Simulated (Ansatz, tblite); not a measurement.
Isomers of V2S3 (singlet), found by a short tight-binding search and relaxed with PBE-D4/def2-SVP in Ansatz.

The xTB rows come from tblite. B3LYP takes the VWN-RPA correlation. Correlated methods freeze 25 core orbitals; core or outer-core shells of V are correlated, in sets that lack core-valence functions.

Run but left out: HF/def2-TZVP, MP2/def2-TZVP, CCSD/def2-TZVP, CCSD(T)/def2-TZVP (flagged by the program: large difference).

A further structure is left out (at the level of its geometry, restricted singlet, unstable towards broken spin symmetry at other levels and untested here); at PBE0-D4/def2-TZVP its energy lies 3.04 eV above the lowest shown. A further structure is left out (at the level of its geometry, restricted singlet, unstable towards broken spin symmetry at other levels and untested here); at PBE0-D4/def2-TZVP its energy lies 0.70 eV above the lowest shown. A further structure is left out (at the level of its geometry, an occupied level 0.03 eV above an empty one); at PBE0-D4/def2-TZVP its energy lies 1.12 eV below the lowest shown.

A: This restricted singlet of an open-shell metal (gap down to 0.46 eV) wasn't tested against broken symmetry. At RPA@PBE/def2-TZVP the test of the restricted singlet for broken spin symmetry was undecided. B: At RPA@PBE/def2-TZVP the test of the restricted singlet for broken spin symmetry was undecided.

Other spin states weren't relaxed.

A:

| atom | x (Å) | y (Å) | z (Å) |
| --- | --- | --- | --- |
| V1 | -1.374 | 0.055 | -1.155 |
| V2 | -0.052 | 0.017 | -0.096 |
| S3 | 1.565 | -0.129 | 1.599 |
| S4 | 0.316 | 0.601 | -2.394 |
| S5 | -0.455 | -0.544 | 2.046 |

B:

| atom | x (Å) | y (Å) | z (Å) |
| --- | --- | --- | --- |
| V1 | -0.387 | -0.032 | 0.914 |
| V2 | 0.563 | 0.623 | -0.531 |
| S3 | 0.529 | -1.791 | -0.463 |
| S4 | 0.587 | 1.972 | 1.279 |
| S5 | -1.292 | -0.772 | -1.198 |

Q: Estimate their order by electronic energy at RPA@PBE/def2-TZVP, counted from the lowest.

A: B (0.00) < A (1.85), in eV.

Q: Do the other levels pick the same lowest one?

A: All that were run do. Energies above each level's lowest (eV):

```json
{"level": "GFN1-xTB", "A": "5.08", "B": "0.00"}
{"level": "GFN2-xTB", "A": "4.22", "B": "0.00"}
{"level": "PBE-D4/def2-SVP", "A": "1.40", "B": "0.00"}
{"level": "PBE-D4/def2-TZVP", "A": "1.49", "B": "0.00"}
{"level": "r2SCAN-D4/def2-TZVP", "A": "1.54", "B": "0.00"}
{"level": "r2SCANh-D4/def2-TZVP", "A": "1.55", "B": "0.00"}
{"level": "B3LYP-D4/def2-TZVP", "A": "1.38", "B": "0.00"}
{"level": "PBE0-D4/def2-SVP", "A": "1.51", "B": "0.00"}
{"level": "PBE0-D4/def2-TZVP", "A": "1.55", "B": "0.00"}
{"level": "CAM-B3LYP-D4/def2-TZVP", "A": "1.38", "B": "0.00"}
{"level": "RPA@PBE/def2-TZVP", "A": "1.85", "B": "0.00"}
```
Point groups (tolerance 0.1 Å): A Cs, B C2v. Lower isomers may exist.
